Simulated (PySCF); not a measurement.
Potential energy curve for H₃BO, SMILES BO, singlet. The B1–O4 bond (B1 also carries H, H; O4 carries H) is stretched with both fragments frozen at the PBE0/def2-TZVP optimised geometry.

Levels: RKS-PBE = restricted PBE/cc-pVDZ (PySCF); UKS-PBE = unrestricted PBE/cc-pVDZ run with PySCF; RKS-TPSSh = restricted TPSSh/cc-pVDZ (PySCF 2.14.0); UCCSD(T) = CCSD(T) on UHF/cc-pVDZ, 2 core orbitals frozen (PySCF).

Energies relative to the lowest point of each curve near equilibrium, in kJ/mol; the last columns give the difference from UCCSD(T):

| R / Å | RKS-PBE | UKS-PBE | RKS-TPSSh | UCCSD(T) | RKS-PBE − UCCSD(T) | UKS-PBE − UCCSD(T) | RKS-TPSSh − UCCSD(T) |
|---|---|---|---|---|---|---|---|
| 1.09 | 268.1 | 268.1 | 265.6 | 276.8 | -8.7 | -8.7 | -11.2 |
| 1.13 | 177.2 | 177.2 | 175.1 | 183.2 | -6.0 | -6.0 | -8.1 |
| 1.22 | 53.8 | 53.8 | 52.4 | 55.8 | -2.0 | -2.0 | -3.3 |
| 1.26 | 25.2 | 25.2 | 24.3 | 26.2 | -1.0 | -1.0 | -1.9 |
| 1.32 | 3.4 | 3.4 | 3.1 | 3.6 | -0.2 | -0.2 | -0.5 |
| 1.35 | 0.0 | 0.0 | 0.0 | 0.0 | 0.0 | 0.0 | 0.0 |
| 1.39 | 1.4 | 1.4 | 1.8 | 1.4 | 0.0 | 0.0 | 0.4 |
| 1.43 | 8.2 | 8.2 | 9.1 | 8.5 | -0.2 | -0.2 | 0.7 |
| 1.47 | 19.4 | 19.4 | 20.8 | 20.1 | -0.7 | -0.7 | 0.7 |
| 1.56 | 55.5 | 55.5 | 58.2 | 57.8 | -2.3 | -2.3 | 0.4 |
| 1.68 | 117.1 | 117.1 | 121.7 | 122.4 | -5.4 | -5.4 | -0.8 |
| 1.82 | 195.3 | 195.3 | 202.4 | 205.0 | -9.7 | -9.7 | -2.6 |
| 2.04 | 313.5 | 313.5 | 325.0 | 329.5 | -16.0 | -16.0 | -4.5 |
| 2.20 | 389.8 | 389.8 | 404.4 | 412.6 | -22.8 | -22.8 | -8.2 |
| 2.45 | 489.5 | 489.5 | 508.5 | 514.0 | -24.5 | -24.5 | -5.5 |
| 2.70 | 567.0 | 564.3 | 589.4 | 582.7 | -15.7 | -18.4 | 6.7 |
| 2.93 | 621.9 | 606.2 | 646.7 | 612.6 | 9.3 | -6.4 | 34.1 |
| 3.26 | 679.4 | 639.2 | 707.4 | 626.8 | 52.6 | 12.3 | 80.6 |
| 3.67 | — | 659.1 | 757.3 | 631.8 | — | 27.3 | 125.5 |
| 4.07 | — | 668.5 | 787.6 | 633.4 | — | 35.1 | 154.2 |
| 4.71 | — | 675.0 | 814.6 | 634.3 | — | 40.8 | 180.3 |

RKS-PBE is furthest from UCCSD(T) at 3.26 (52.6 kJ/mol, above); its mean absolute difference over the points is 9.8 kJ/mol.

UKS-PBE is furthest from UCCSD(T) at 4.71 (40.8 kJ/mol, above); its mean absolute difference over the points is 11.4 kJ/mol.

RKS-TPSSh is furthest from UCCSD(T) at 4.71 (180.3 kJ/mol, above); its mean absolute difference over the points is 30.0 kJ/mol.

A dash means that the run gave no value there, or that the column was ended at a point which the program doubted or which failed a test of continuity chosen for this set; such a test can also cut sound points.

The restricted form behind RKS-PBE, RKS-TPSSh keeps the bonding electrons paired and can't separate into open-shell fragments. The unrestricted determinant behind UKS-PBE is spin-contaminated at 2.70 to 4.71 Å (<S²> up to 0.9, against 0.00 for a pure singlet). At the longest distance RKS-TPSSh leaves fractional charges on the fragments, a sign of delocalisation error or of the restricted form. The unrestricted determinant behind UCCSD(T) is spin-contaminated at 2.20 to 4.71 Å (<S²> up to 1.0, against 0.00 for a pure singlet).
